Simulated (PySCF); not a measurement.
Ga(Cl)2(Me) (CH₃Cl₂Ga), SMILES [CH3][Ga]([Cl])[Cl].

Geometry optimised at PBE-D3(BJ)/def2-SVP. The structure was generated by enumeration; whether it is a known compound was not checked.

Two levels are set side by side: TDA-PBE/def2-SVPD (PySCF) and TDA-LC-ωPBE/def2-SVPD (PySCF). Vertical, same geometry. The lowest singlet is HOMO→LUMO 97 % with PBE and HOMO→LUMO+1 88 % with the other functional; states are paired by order. Differences are taken from unrounded values.

```json
[
 {"quantity": "lowest singlet excitation (eV)", "TDA-PBE": "5.48"},
 {"quantity": "lowest triplet excitation (TDA) (eV)", "TDA-PBE": "5.27"},
 {"quantity": "first bright state (f over 0.05) (eV)", "TDA-PBE": "5.88"},
 {"quantity": "its oscillator strength", "TDA-PBE": "0.09"}
]
```

Q: These are the TDA-PBE values. What does TDA-LC-ωPBE give? (An estimate is asked for; the answer gives what the named calculation found.)

A: 
```csv
quantity,TDA-LC-ωPBE,TDA-PBE minus TDA-LC-ωPBE
lowest singlet excitation (eV),6.71,-1.23
lowest triplet excitation (TDA) (eV),6.31,-1.03
first bright state (f over 0.05) (eV),7.43,-1.55
its oscillator strength,0.19,-0.11
```

A lower first singlet is the usual sign of a functional without exact exchange. Differences between two approximate levels are no errors against the true value.

Rough cost on one machine, each run with all the roots and properties that it gave: TDA-LC-ωPBE against TDA-PBE about 3 times.
